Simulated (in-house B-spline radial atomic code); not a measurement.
A calculation on the indium ion In⁵⁺ (with a hole in an inner shell): its settings, and results tabulated from the run. Method: Dirac-Hartree-Fock, average of the jj configuration, Fermi nucleus of rms radius 4.6156 fm. Calculated with a B-spline radial code for spherical atoms.

In the input, a minus or plus after the letter marks the j = l - 1/2 or j = l + 1/2 subshell.

Command:
```bash
python run_scf.py task.json out
```
Settings (nuclear radius in fm, mass in u):
```
Z                49
configuration    1s2 2s2 2p6 3s2 3p-2 3p+3 3d10 4s2 4p6 4d9
hamiltonian      dirac
method           hf
spin_polarised   False
nucleus          fermi
rms_radius       4.6156
atomic_mass      114.90388
speed_of_light   137.035999084
```

Output (hartree, bohr):
```
 radial grid: 67 intervals, B-splines of order 8, outer radius 18.2456 bohr

 iter        energy (Eh)    residual
    1       -5827.794357    9.49e-01
    2       -5844.619844    5.91e-01
    3       -5849.400000    1.63e-01
    4       -5849.817983    4.40e-02
    5       -5849.848819    2.13e-02
    6       -5849.855802    2.05e-03
    7       -5849.855857    1.13e-04
    8       -5849.855857    1.31e-05
    9       -5849.855857    1.15e-06
   10       -5849.855857    8.41e-08

 total energy                     -5849.85586
 kinetic                            6148.6925
 electron-nucleus                 -14069.7772
 electron-electron                  2071.2289

 first-order corrections (not in the total)
   Gaunt                             4.5562
   retardation                      -0.4615
   frequency dependence             -0.0373
   self-energy                       3.1074
   Uehling                          -0.3988
   Wichmann-Kroll                    0.0079
   recoil                            0.0191

 orbital      occ     eigenvalue          <r>       <r^2>       <1/r>     <1/r^3>       <r^4>       r_max    small
 1s1/2      2.000     -1036.8799    0.0297029  0.00119383     51.8621           - 3.71936e-06     0.01922  3.23e-02
 2s1/2      2.000      -161.7404     0.127845   0.0193337     12.0308           - 0.000646236      0.1085  6.85e-03
 2p1/2      2.000      -150.7089     0.108475   0.0144625     11.9747           - 0.000421953     0.08388  6.84e-03
 2p3/2      4.000      -142.8459     0.113836   0.0158066      11.182     4006.84  0.00049615     0.08833  6.53e-03
 3s1/2      2.000       -34.5998     0.344721     0.13592     4.27405           -   0.0281632      0.3138  2.00e-03
 3p1/2      2.000       -30.2515     0.335793    0.130955     4.17849           -    0.027407      0.3006  1.94e-03
 3p3/2      3.000       -28.8180     0.348614    0.141428     3.97498     753.482   0.0326241      0.3109  1.85e-03
 3d3/2      4.000       -20.9585     0.317879    0.119768     3.82273     117.665   0.0263891      0.2551  1.73e-03
 3d5/2      6.000       -20.5715      0.32122    0.122187     3.77515     110.462   0.0274164      0.2577  1.71e-03
 4s1/2      2.000        -7.9922     0.830859    0.778763       1.665           -    0.892357      0.7588  5.26e-04
 4p1/2      2.000        -6.4064     0.873082    0.866765     1.56064           -     1.13948      0.7841  4.75e-04
 4p3/2      4.000        -6.1147     0.896844    0.916632     1.52376     141.358     1.27766      0.8086  4.72e-04
 4d3/2      3.600        -3.5723      1.03407     1.24279     1.27182     15.8934      2.5637       0.878  3.41e-04
 4d5/2      5.400        -3.5277      1.04544     1.26995     1.25574     14.7551     2.67544      0.8872  3.35e-04
```

Run time, properties included: 0.65 s on 1 thread of AMD EPYC 9R45 96-Core Processor (shared host).

For the Dirac Hamiltonian the kinetic term is c α·p + (β - 1)c².
